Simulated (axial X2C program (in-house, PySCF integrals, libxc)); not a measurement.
# Bond lengths and stretching modes, held linear, of BrCoBr⁻

Computed with an in-house all-electron X2C program for linear molecules (integrals from PySCF): two-component X2C with atomic mean-field Coulomb and Gaunt terms, Gaussian nuclei, basis Br dyall-av3z, Co dyall-v3z with contracted cores. Spin-free rows use the one-electron spin-free X2C Hamiltonian.

Masses Br 78.918, Co 58.933, Br 78.918 u. States: 2c Ω = 1 (beyond evenly filled blocks: ω = -1/2, ω = 3/2); spin-free M_S = 1, Λ = 0 (beyond evenly filled blocks: π+α, π-α).

HF, spin-free: energies above the lowest point

```csv
r(Br–Co) (Å),r(Co–Br) (Å),E (meV)
2.2347,2.2347,299.23
2.2347,2.2920,215.56
2.2347,2.3493,167.05
2.2920,2.2347,215.56
2.2920,2.2920,132.91
2.2920,2.3493,85.27
2.2920,2.4066,65.21
2.3493,2.2347,167.05
2.3493,2.2920,85.27
2.3493,2.3493,38.36
2.4066,2.2920,65.21
2.4066,2.4066,0.00
```

Q: Fit a quadratic surface with cubic terms in each bond: where is the minimum, and what are the two stretching wavenumbers?

A: At HF, spin-free: bonds 2.428 and 2.428 Å; harmonic stretches 137.9 and 253.5 cm⁻¹; force constants 0.848, 0.848 and coupling 0.04 mdyn/Å.

The other levels and Hamiltonians give:

```tsv
Hamiltonian	level	r(Br–Co) (Å)	r(Co–Br) (Å)	lower stretch (cm⁻¹)	upper stretch (cm⁻¹)
2c	PBE0	2.294	2.294	176.9	322.7
2c	HF	2.430	2.430	137.2	252.2
2c	BHandHLYP	2.336	2.336	168.9	308.9
2c	MP2	2.266	2.266	187.4	344.6
spin-free	PBE0	2.293	2.293	177.2	323.2
spin-free	BHandHLYP	2.335	2.335	169.2	309.6
spin-free	MP2	2.265	2.265	187.6	345.0
```

Each state is one determinant, the lowest of a limited PBE0 search; the stretches come from a fit to these few points and carry an uncertainty of a few per cent. Other orders of the atoms were not compared. The levels spread by more than a fifth, so the stretches depend strongly on the method. MP2 freezes inner shells (threshold -2 hartree). For an anion the highest level of a functional can be positive, and the basis then holds the extra electron. The molecule was held linear; bending was not examined, so a bent shape may lie lower. Open-shell Ω = 0 determinants with evenly filled partner blocks cannot be reached by this program, so the Ω shown need not be the lowest component. Note: several unpaired electrons, one determinant need not be a pure state.
